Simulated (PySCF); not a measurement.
Isomers of C7H12BF, mass 126.102 u with the commonest isotopes. Level of theory: PySCF 2.14.0, PBE0-D3(BJ)/def2-SVP geometry optimisation, gas phase. One conformer each, none proved a minimum here; rigid rotors.

Question: Order these by radius of gyration √(Σ m r²/M), smallest first.
A. `[CH2:1]=[CH:2][CH2:3][C@@H:4]1[CH2:5][BH:6][CH2:7][C@H:8]1[F:9]` with C1–C2–C3–C4 -117°, C2–C3–C4–C5 -64°, C3–C4–C5–B6 -155°, C4–C5–B6–C7 11°, C5–B6–C7–C8 13°, B6–C7–C8–F9 -154°
B. `[BH2:1][C@@H:2]1[CH2:3][CH2:4][CH:5]=[CH:6][C@@:7]1([CH3:8])[F:9]` with H–B1–C2–C3 -30° and 155°, B1–C2–C3–C4 161°, C2–C3–C4–C5 41°, C3–C4–C5–C6 -13°, C5–C6–C7–C8 110°
C. `[CH2:1]=[CH:2][C@@H:3]1[BH:4][CH2:5][C@@H:6]([F:7])[C@H:8]1[CH3:9]` with C1–C2–C3–B4 -112°, C2–C3–B4–C5 -143°, C3–B4–C5–C6 -12°, B4–C5–C6–F7 -85°, C5–C6–C8–C9 -166°
D. `[F:1]/[CH:2]=[CH:3]/[C@@H:4]1[CH2:5][BH:6][CH2:7][CH2:8][CH2:9]1` with C2–C3–C4–C5 1°, C3–C4–C5–B6 -166°, C4–C5–B6–C7 21°, C5–B6–C7–C8 -20°, B6–C7–C8–C9 38°
E. `[CH2:1]=[CH:2][CH2:3][C@@H:4]1[CH2:5][BH:6][CH2:7][C@@H:8]1[F:9]` with C1–C2–C3–C4 -112°, C2–C3–C4–C5 -174°, C3–C4–C5–B6 -154°, C4–C5–B6–C7 9°, C5–B6–C7–C8 14°, B6–C7–C8–F9 83°
F. `[CH3:1]/[C:2](=[CH:3]/[F:4])[C@H:5]1[BH:6][CH2:7][CH2:8][CH2:9]1` with C1–C2–C5–B6 -63°, C2–C5–B6–C7 148°, C5–B6–C7–C8 10°, B6–C7–C8–C9 -30°, C7–C8–C9–C5 39°

Answer: B (1.959 Å), C (2.118 Å), E (2.140 Å), F (2.233 Å), A (2.286 Å), D (2.436 Å).

Question: Order these by rotational constant B, largest first.
A. `[CH3:1]/[C:2](=[CH:3]/[F:4])[C@H:5]1[BH:6][CH2:7][CH2:8][CH2:9]1` with C1–C2–C5–B6 -63°, C2–C5–B6–C7 148°, C5–B6–C7–C8 10°, B6–C7–C8–C9 -30°, C7–C8–C9–C5 39°
B. `[CH2:1]=[CH:2][CH2:3][C@@H:4]1[CH2:5][BH:6][CH2:7][C@@H:8]1[F:9]` with C1–C2–C3–C4 -112°, C2–C3–C4–C5 -174°, C3–C4–C5–B6 -154°, C4–C5–B6–C7 9°, C5–B6–C7–C8 14°, B6–C7–C8–F9 83°
C. `[CH2:1]=[CH:2][C@@H:3]1[BH:4][CH2:5][C@@H:6]([F:7])[C@H:8]1[CH3:9]` with C1–C2–C3–B4 -112°, C2–C3–B4–C5 -143°, C3–B4–C5–C6 -12°, B4–C5–C6–F7 -85°, C5–C6–C8–C9 -166°
D. `[F:1]/[CH:2]=[CH:3]/[C@@H:4]1[CH2:5][BH:6][CH2:7][CH2:8][CH2:9]1` with C2–C3–C4–C5 1°, C3–C4–C5–B6 -166°, C4–C5–B6–C7 21°, C5–B6–C7–C8 -20°, B6–C7–C8–C9 38°
E. `[BH2:1][C@@H:2]1[CH2:3][CH2:4][CH:5]=[CH:6][C@@:7]1([CH3:8])[F:9]` with H–B1–C2–C3 -30° and 155°, B1–C2–C3–C4 161°, C2–C3–C4–C5 41°, C3–C4–C5–C6 -13°, C5–C6–C7–C8 110°

Answer: E (1624 MHz), C (1230 MHz), B (1104 MHz), A (1002 MHz), D (791.9 MHz).

Question: Order these by rotational constant A, smallest first.
A. `[CH2:1]=[CH:2][CH2:3][C@@H:4]1[CH2:5][BH:6][CH2:7][C@@H:8]1[F:9]` with C1–C2–C3–C4 -112°, C2–C3–C4–C5 -174°, C3–C4–C5–B6 -154°, C4–C5–B6–C7 9°, C5–B6–C7–C8 14°, B6–C7–C8–F9 83°
B. `[CH3:1]/[C:2](=[CH:3]/[F:4])[C@H:5]1[BH:6][CH2:7][CH2:8][CH2:9]1` with C1–C2–C5–B6 -63°, C2–C5–B6–C7 148°, C5–B6–C7–C8 10°, B6–C7–C8–C9 -30°, C7–C8–C9–C5 39°
C. `[BH2:1][C@@H:2]1[CH2:3][CH2:4][CH:5]=[CH:6][C@@:7]1([CH3:8])[F:9]` with H–B1–C2–C3 -30° and 155°, B1–C2–C3–C4 161°, C2–C3–C4–C5 41°, C3–C4–C5–C6 -13°, C5–C6–C7–C8 110°
D. `[CH2:1]=[CH:2][C@@H:3]1[BH:4][CH2:5][C@@H:6]([F:7])[C@H:8]1[CH3:9]` with C1–C2–C3–B4 -112°, C2–C3–B4–C5 -143°, C3–B4–C5–C6 -12°, B4–C5–C6–F7 -85°, C5–C6–C8–C9 -166°
E. `[CH2:1]=[CH:2][CH2:3][C@@H:4]1[CH2:5][BH:6][CH2:7][C@H:8]1[F:9]` with C1–C2–C3–C4 -117°, C2–C3–C4–C5 -64°, C3–C4–C5–B6 -155°, C4–C5–B6–C7 11°, C5–B6–C7–C8 13°, B6–C7–C8–F9 -154°
F. `[F:1]/[CH:2]=[CH:3]/[C@@H:4]1[CH2:5][BH:6][CH2:7][CH2:8][CH2:9]1` with C2–C3–C4–C5 1°, C3–C4–C5–B6 -166°, C4–C5–B6–C7 21°, C5–B6–C7–C8 -20°, B6–C7–C8–C9 38°

Answer: C (2184 MHz), D (2531 MHz), B (2662 MHz), E (2740 MHz), A (3106 MHz), F (3958 MHz).

```
                      SMILES  point group  Ia (u·Å²)  Ib (u·Å²)  Ic (u·Å²)      κ  μa (D)  μb (D)  μc (D)
C=C[C@@H]1BC[C@@H](F)[C@H]1C           C1     199.69     410.91     520.50  -0.67    0.02    0.27    1.62
     B[C@@H]1CCC=C[C@@]1(C)F           C1     231.39     311.13     425.03  -0.13    1.93    0.23    1.02
        C/C(=C/F)[C@H]1BCCC1           C1     189.82     504.31     562.88  -0.88    0.70    1.31    0.45
         F/C=C/[C@@H]1CBCCC1           C1     127.68     638.19     730.50  -0.94    1.56    0.10    0.01
       C=CC[C@@H]1CBC[C@H]1F           C1     184.45     495.61     637.67  -0.77    0.16    1.40    0.43
      C=CC[C@@H]1CBC[C@@H]1F           C1     162.73     457.87     534.20  -0.85    0.22    0.87    1.41
```
